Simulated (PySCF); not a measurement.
Bond stretch in HI, singlet.

- RMP2 = MP2 on RHF/def2-SVP, 4 core orbitals frozen, def2 effective core potentials past Kr run with PySCF 2.14.0
- UKS-TPSSh = unrestricted TPSSh/def2-SVP, def2 effective core potentials past Kr in PySCF
- UCCSD(T) = CCSD(T) on UHF/def2-SVP, 4 core orbitals frozen, def2 effective core potentials past Kr (PySCF)

Energies relative to the lowest point of each curve near equilibrium, in kJ/mol:

```tsv
R / Å	RMP2	UKS-TPSSh
1.21	306.6	318.2
1.46	26.6	31.3
1.52	8.2	11.1
1.66	2.9	1.3
1.99	89.2	77.7
2.44	241.4	220.0
2.90	353.6	292.3
3.18	395.9	313.6
3.94	428.7	332.5
4.78	375.2	334.4
5.64	283.1	334.6
6.51	181.1	334.7
```

**Question.** Estimate the UCCSD(T) values at these points.

**Answer.** 1.21: 310.7; 1.46: 28.7; 1.52: 9.5; 1.66: 2.0; 1.99: 78.5; 2.44: 207.9; 2.90: 284.7; 3.18: 300.1; 3.94: 307.4; 4.78: 308.1; 5.64: 308.2; 6.51: 308.2 (kJ/mol).

The restricted form behind RMP2 keeps the bonding electrons paired and can't separate into open-shell fragments. The unrestricted determinant behind UKS-TPSSh is spin-contaminated at 2.44 to 6.51 Å (<S²> up to 1.0, against 0.00 for a pure singlet). The unrestricted determinant behind UCCSD(T) is spin-contaminated at 2.15 to 6.51 Å (<S²> up to 1.0, against 0.00 for a pure singlet).
